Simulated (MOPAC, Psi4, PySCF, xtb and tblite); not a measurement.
Relaxed torsion scan: CH5BrSi, SMILES C[SiH2]Br. Scanned: dihedral H4–C1–Si2–Br3; all other coordinates were relaxed at GFN2-xTB. Heavy atoms are numbered in the order of the SMILES C[SiH2]Br, hydrogens after them in the order of the atoms that carry them; the mirror image has the same energies with the sign of each dihedral reversed.

Levels of theory: GFN2-xTB (xtb and tblite); PM6, restricted, heats of formation // GFN2-xTB (MOPAC); RKS-BP86/6-31G* = restricted BP86/6-31G*, spherical d // GFN2-xTB (PySCF 2.14.0); MP2/cc-pVTZ = DF-MP2 (frozen core)/cc-pVTZ // GFN2-xTB run with Psi4.

Energies relative to the lowest point of each profile, in kJ/mol; the last columns give the difference from MP2:

```csv
φ / °,GFN2-xTB,PM6,RKS-BP86/6-31G*,MP2/cc-pVTZ,GFN2-xTB − MP2/cc-pVTZ,PM6 − MP2/cc-pVTZ,RKS-BP86/6-31G* − MP2/cc-pVTZ
0,3.46,3.12,5.88,7.19,-3.73,-4.07,-1.31
10,3.22,2.91,5.50,6.71,-3.48,-3.79,-1.21
20,2.57,2.32,4.40,5.36,-2.78,-3.04,-0.95
30,1.70,1.51,2.89,3.53,-1.83,-2.02,-0.64
40,0.84,0.74,1.39,1.74,-0.90,-1.00,-0.35
50,0.22,0.19,0.33,0.45,-0.22,-0.26,-0.12
60,0.00,0.00,0.00,0.00,0.00,0.00,0.00
70,0.22,0.15,0.32,0.44,-0.22,-0.29,-0.13
80,0.84,0.69,1.36,1.73,-0.89,-1.04,-0.36
90,1.69,1.45,2.82,3.50,-1.82,-2.05,-0.68
100,2.55,2.27,4.35,5.32,-2.77,-3.05,-0.98
110,3.21,2.91,5.48,6.70,-3.49,-3.78,-1.21
```

GFN2-xTB is furthest from MP2/cc-pVTZ at 0 (-3.73 kJ/mol, below); its mean absolute difference over the points is 1.84 kJ/mol.

PM6 is furthest from MP2/cc-pVTZ at 0 (-4.07 kJ/mol, below); its mean absolute difference over the points is 2.03 kJ/mol.

RKS-BP86/6-31G* is furthest from MP2/cc-pVTZ at 0 (-1.31 kJ/mol, below); its mean absolute difference over the points is 0.66 kJ/mol.
